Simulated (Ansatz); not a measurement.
ClF2H3SSi2 (`F[SiH](F)S[SiH2]Cl`), relaxed with RKS PBE-D4/def2-SVP in Ansatz from a rough embedded geometry. The force threshold is 0.03 eV/Å; the program also tests the step.

Charge 0, multiplicity 1.

Start:

```xyz
9

F    -0.398   -2.073    0.073
Si   -1.243   -0.803    0.538
F    -2.316   -1.245    1.661
S     0.098    0.696    1.382
Si    1.177    0.758   -0.453
Cl    2.499    2.275   -0.306
H    -1.990   -0.212   -0.635
H     1.907   -0.465   -0.664
H     0.266    1.069   -1.596
```

(1) By how much does the energy fall, and how many steps does the optimiser take? (An estimate is asked.)

(2) Which bonds change most? (Best estimate.)

(3) Give the relaxed structure. (An estimate is asked.)

Answers

(1) Ansatz gave: 22.36 kJ/mol, in 9 steps.

(2) The calculation gave: Si5–H8 from 1.439 to 1.495 Å; Si5–Cl6 from 2.018 to 2.072 Å; Si2–S4 from 2.181 to 2.131 Å; S4–Si5 from 2.130 to 2.175 Å.

(3) The calculation gave: 
```xyz
9

F    -0.644   -1.747   -0.448
Si   -1.413   -0.675    0.515
F    -2.071   -1.490    1.754
S     0.034    0.675    1.305
Si    1.351    0.669   -0.426
Cl    2.336    2.492   -0.425
H    -2.509   -0.054   -0.277
H     2.370   -0.418   -0.313
H     0.546    0.548   -1.684
```
